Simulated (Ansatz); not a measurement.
Consider the formal exchange of groups at the Si–O bond: `OB(Cl)O[SiH3]` + `F[SiH](F)Cl` → `F[Si](F)([SiH3])Cl` + `OB(O)Cl`.

Program: Ansatz. Geometries: PBE0-D4/def2-TZVP. ΔE: electronic, gas phase. CCSD(T)/CBS adds triple-zeta CCSD(T) − MP2 to the extrapolated MP2 energy (def2 sets, frozen cores). DFT in def2-TZVPP. HSE06 is defined as in plane-wave codes. One conformer a species, not always the lowest.

```json
{"level": "PBE-D4", "ΔE (kJ/mol)": "64.8"}
{"level": "HSE06", "ΔE (kJ/mol)": "75.3"}
```

Question: What does CCSD(T)/CBS give? (Best estimate.)

Answer: The calculation gave: +95.1 kJ/mol. The listed levels differ from it by -30.3, -19.8 kJ/mol.

Question: What do rigid-rotor, harmonic-oscillator terms from PBE0-D4/def2-TZVP frequencies (298.15 K, 1 bar) make of the CCSD(T)/CBS value? (Estimate.)

Answer: Ansatz gave: ΔZPE = +2.8 kJ/mol, ΔH = +99.0 kJ/mol, ΔS = -1 J/(mol·K), ΔG = +99.2 kJ/mol.

Largest T1 diagnostic among the species: 0.012.

From PBE to PBE0 (25 % exact exchange), in def2-TZVPP and without D4, ΔE moves by +9.5 kJ/mol. Leaving LDA and LC-ωPBE aside and taking each functional with its dispersion term where it has one, the values, not all of them listed here, spread over 36.7 kJ/mol, from PBE-D4 to BHLYP-D4.
